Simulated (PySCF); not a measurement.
CH6AlBGe, AlBGeH5O (calculated)

Computed with PySCF 2.14.0. Calculation on a computer-drawn molecule: the log of a Hartree-Fock and frozen-core CCSD(T) single point meant for a local Hartree-Fock minimum, with one planted fault or none, to be diagnosed. Offsets are logged minus clean, where the clean run is the same molecule without the fault. The reference is restricted for singlets and unrestricted otherwise, and also for a bond in bohr or an excited solution. Adding or removing an electron swaps singlet and doublet. The excited solution moves the top pair (singlet) or top alpha electron (doublet) to the lowest empty orbital. Highest occupied and lowest empty are orbital energies over both spins, largest force is the largest gradient component, triples share is (T) over the correlation energy, the T1 limit is 0.02 restricted and 0.045 unrestricted, electrons count all cores, a negative frequency is imaginary (commonest isotopes), and the dipole is about the centre of nuclear charge; on germanium a core potential holds 10 electrons, which the energies leave out, and 3d is frozen in MP2 and coupled-cluster steps.

Common to all runs: meant charge 0; meant basis cc-pV(D+d)Z; meant basis and core potential on germanium cc-pVDZ-PP ECP10MDF; logged SCF converged yes; logged CC converged yes; logged SCF stable within its kind yes; possible faults no fault, one electron removed, one electron added, multiplicity raised by two, geometry at a saddle point, SCF held on an excited solution, minimal basis STO-3G, one bond length entered in bohr, all coordinates scaled.

```json
{"entry": 1, "formula": "CH6AlBGe", "logged_structure": {"atoms_angstrom": [["B", -0.9806, -2.352, 1.2229], ["Al", 0.654, -1.0398, 0.7169], ["C", 1.5782, -1.1565, -0.9704], ["Ge", 1.1685, -2.336, -2.2315], ["H", -0.8249, -3.4042, 1.7919], ["H", -2.1326, -2.0864, 0.9834], ["H", 1.12, 0.0648, 1.7641], ["H", 2.4034, -0.4932, -1.2243], ["H", 0.0428, -3.35, -2.0631], ["H", 1.8626, -2.4746, -3.5819]]}, "given": {"meant_multiplicity": 1, "logged_electrons": 61, "logged_basis_functions": 104, "logged_spin_squared": 0.7689, "logged_highest_occupied [eV]": -13.012, "logged_lowest_empty [eV]": -7.1822, "logged_largest_force [hartree/bohr]": 0.065336, "logged_T1_diagnostic": 0.021866, "logged_D1_diagnostic": 0.093665, "logged_triples_share": 0.035464, "logged_dipole_magnitude [debye]": 6.764, "logged_energy_HF [hartree]": -600.93185, "logged_energy_CCSD(T) [hartree]": -601.35437, "drawn_bonds_atom": [1, 2, 3, 1, 1, 2, 3, 4, 4], "drawn_bonds_other_atom": [2, 3, 4, 5, 6, 7, 8, 9, 10], "drawn_bonds_order": [1, 1, 2, 1, 1, 1, 1, 1, 1]}, "results": {"planted_fault": "one electron removed", "HF_energy_offset_from_clean_run [kcal/mol]": 195.6, "CCSD(T)_energy_offset_from_clean_run [kcal/mol]": 212.2}}
{"entry": 2, "formula": "AlBGeH5O", "logged_structure": {"atoms_angstrom": [["B", -1.2025, -0.1044, 2.5075], ["Al", -0.6564, 0.1421, 0.4459], ["O", -1.1816, 1.519, -0.3751], ["Ge", -1.4484, 2.707, -1.6514], ["H", -2.2102, -0.6691, 2.8504], ["H", -0.5246, 0.3092, 3.4137], ["H", 0.2221, -0.907, -0.3585], ["H", -0.8612, 4.0508, -1.1792], ["H", -2.9669, 2.8185, -1.8863]]}, "given": {"meant_multiplicity": 2, "logged_electrons": 63, "logged_basis_functions": 99, "logged_spin_squared": 3.7688, "logged_highest_occupied [eV]": -7.5695, "logged_lowest_empty [eV]": -0.63705, "logged_largest_force [hartree/bohr]": 0.046126, "logged_T1_diagnostic": 0.019947, "logged_D1_diagnostic": 0.079789, "logged_triples_share": 0.024804, "logged_dipole_magnitude [debye]": 3.1082, "logged_energy_HF [hartree]": -637.6654, "logged_energy_CCSD(T) [hartree]": -638.12142, "drawn_bonds_atom": [1, 2, 3, 1, 1, 2, 4, 4], "drawn_bonds_other_atom": [2, 3, 4, 5, 6, 7, 8, 9], "drawn_bonds_order": [1, 1, 1, 1, 1, 1, 1, 1]}, "results": {"planted_fault": "multiplicity raised by two", "HF_energy_offset_from_clean_run [kcal/mol]": 56.43, "CCSD(T)_energy_offset_from_clean_run [kcal/mol]": 62.42}}
```
